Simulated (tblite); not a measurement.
C₆H₈N₂S.
Numbering: `[CH2:1]=[CH:2][c:3]1[n:4][n:5][s:6][c:7]1[CH2:8][CH3:9]` (hydrogens: H10, H11 on C1; H12 on C2; H13, H14 on C8; H15, H16, H17 on C9)

Structure used (GFN2-xTB), in Å, numbered top down from 1:
```
atom  x, y, z in Å
C1     2.559   -1.456    0.170
C2     1.345   -1.001   -0.112
C3     0.992    0.401   -0.032
N4     1.893    1.332    0.355
N5     1.475    2.508    0.392
S6    -0.123    2.653   -0.057
C7    -0.244    0.962   -0.325
C8    -1.509    0.298   -0.736
C9    -2.278   -0.206    0.489
H10    3.342   -0.783    0.473
H11    2.800   -2.503    0.105
H12    0.552   -1.670   -0.418
H13   -2.128    1.008   -1.287
H14   -1.281   -0.541   -1.397
H15   -1.678   -0.922    1.046
H16   -3.200   -0.690    0.177
H17   -2.526    0.623    1.148
```

Level: GFN2-xTB in tblite, geometry and Hessian alike; calculated harmonic values, unscaled, isolated species. This tight-binding method is rough: wavenumbers can miss measured ones by several per cent, in bad cases by 10 to 20. One conformer, not necessarily the lowest.

Harmonic wavenumbers (cm⁻¹): 42.8, 87.2, 128.6, 169.7, 206.0, 211.7, 294.1, 355.5, 442.0, 509.2, 567.8, 589.9, 645.0, 696.9, 727.3, 789.1, 831.9, 893.3, 930.7, 1005.3, 1010.4, 1030.0, 1074.0, 1116.1, 1169.8, 1240.6, 1290.8, 1310.9, 1347.6, 1380.9, 1409.1, 1423.4, 1472.8, 1491.9, 1494.0, 1502.8, 1669.2, 2967.5, 2988.9, 3035.9, 3039.8, 3042.7, 3065.0, 3113.9, 3148.3.

A = 1740, B = 1402, C = 826.7 MHz; mass 140.041 u (most abundant isotopes); point group C1, symmetry number 1.

Question: What is the zero-point energy?

Answer: ½Σν̃ = 28480 cm⁻¹ = 81.43 kcal/mol.

Question: Entropy at 273.15 K, 1 bar (ideal gas, RRHO, classical rotation)?

Answer: Translation 40.31, rotation 29.20, vibration 23.38: S = 92.9 cal/(mol K).

Question: And Cp and H(273.15 K) − H(0)?

Answer: Cp = 32.95 cal/(mol K), of which vibrations give 25.00 (their classical limit is 45 R = 89.4); H(273.15 K) − H(0) = 5.58 kcal/mol without the zero-point energy, 3.41 from vibrations.

Question: Blend soft modes into free rotors: weight 1/[1 + (100 cm⁻¹/ν̃)⁴] for the oscillator and the rest for a rotor with moment μB/(μ + B), μ = h/(8π²ν), B = 10⁻⁴⁴ kg m². What vibrational entropy results?

Answer: 21.62 cal/(mol K) in place of 23.38, which changes −T·S at 273.15 K by +0.48 kcal/mol.

Question: Which modes carry the vibrational entropy at 273.15 K?

Answer: 42.8 cm⁻¹: 4.95; 87.2 cm⁻¹: 3.55; 128.6 cm⁻¹: 2.80; 169.7 cm⁻¹: 2.28; 206.0 cm⁻¹: 1.92; 211.7 cm⁻¹: 1.87 cal/(mol K); the other 39 give 6.02 together.

Question: How do the functions run with temperature in this model?

Answer: 
```json
{"T (K)": "100", "S (cal/(mol K))": "68.9", "Cp (cal/(mol K))": "17.5", "H − H(0) (kcal/mol)": "1.24", "G − H(0) (kcal/mol)": "-5.66", "ln q(vib)": "1.50"}
{"T (K)": "200", "S (cal/(mol K))": "83.7", "Cp (cal/(mol K))": "26.2", "H − H(0) (kcal/mol)": "3.42", "G − H(0) (kcal/mol)": "-13.32", "ln q(vib)": "3.79"}
{"T (K)": "300", "S (cal/(mol K))": "96.1", "Cp (cal/(mol K))": "35.5", "H − H(0) (kcal/mol)": "6.50", "G − H(0) (kcal/mol)": "-22.33", "ln q(vib)": "6.10"}
{"T (K)": "500", "S (cal/(mol K))": "118.3", "Cp (cal/(mol K))": "52.1", "H − H(0) (kcal/mol)": "15.34", "G − H(0) (kcal/mol)": "-43.81", "ln q(vib)": "10.70"}
{"T (K)": "800", "S (cal/(mol K))": "146.6", "Cp (cal/(mol K))": "67.9", "H − H(0) (kcal/mol)": "33.57", "G − H(0) (kcal/mol)": "-83.69", "ln q(vib)": "17.37"}
{"T (K)": "1000", "S (cal/(mol K))": "162.5", "Cp (cal/(mol K))": "74.6", "H − H(0) (kcal/mol)": "47.85", "G − H(0) (kcal/mol)": "-114.63", "ln q(vib)": "21.51"}
```

q(vib) and H(0) count from the zero-point level.

Hindered rotation and anharmonicity are outside this model. Other conformers, if any are populated, would add a mixing term that is left out. The structure is chiral; the term R ln 2 for an equal mix with its mirror image is left out.
